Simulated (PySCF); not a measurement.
**Working out the excitation energy of Ar⁺**

Ar⁺ [Ne] 3s2 3p5 (2P) → Ar⁺ [Ne] 3s1 3p6 (2S). Calculation: PySCF 2.14, in aug-cc-pwCVDZ; no relativity, point nucleus. Frozen: [Ne]. Energies in hartree (1 hartree = 27.21139 eV):

| part | Ar⁺ (lower) | Ar⁺ (upper) |
| --- | --- | --- |
| UHF | -526.261926 | -525.583323 |
| CCSD correlation | -0.147509 | -0.318458 |
| (T) | -0.002203 | -0.016579 |

Q: What does Hartree-Fock give?

A: (-525.583323) − (-526.261926) = 0.678603 hartree = 18.466 eV.

Q: What do CCSD and CCSD(T) give?

A: The CCSD correlation energies differ by -0.170949 hartree = -4.652 eV and the triples by -0.014376 hartree = -0.391 eV, so CCSD gives 13.814 eV and CCSD(T) 13.423 eV.

Measured between the centres of the two terms (NIST): 13.421 eV, so CCSD(T) (valence) is off by 0.002 eV.

A double-zeta basis recovers only part of the correlation energy.

The coupled-cluster amplitudes are large, so a single reference is strained.

What remains against the reference includes basis incompleteness, the frozen core and higher excitations.
